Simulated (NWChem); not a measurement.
System: CH₅AlOS; SMILES [CH3][Al]([OH])[SH]

```xyz
9

Al     0.0924     0.3579    -0.0001
C     -1.3870     1.6403    -0.0003
H     -2.3570     1.1301    -0.0007
H     -1.3548     2.2915    -0.8828
H     -1.3553     2.2909     0.8827
O      1.7596     0.7713     0.0001
H      2.0553     1.6899    -0.0006
S     -0.2805    -1.8119    -0.0001
H      1.0303    -2.1420     0.0000
```
Atoms are numbered in this order, from 1.

Coordinates come from a B3LYP/6-31G* (spherical d) optimisation.

Problem. Give the principal values of the shielding tensors (ppm) of Al1, C2, O6, S8 from PBE/pcSseg-1, GIAO (NWChem), with their diamagnetic and paramagnetic parts as GIAO splits them.

Solution. 
| atom | σ11 | σ22 | σ33 | isotropic | diamagnetic | paramagnetic |
|---|---|---|---|---|---|---|
| Al1 | 300.0 | 327.0 | 415.0 | 347.3 | 797.7 | -450.3 |
| C2 | 188.1 | 194.2 | 197.2 | 193.2 | 252.4 | -59.2 |
| O6 | 187.2 | 275.2 | 300.3 | 254.2 | 388.3 | -134.1 |
| S8 | 599.7 | 701.4 | 851.1 | 717.4 | 1058.1 | -340.7 |
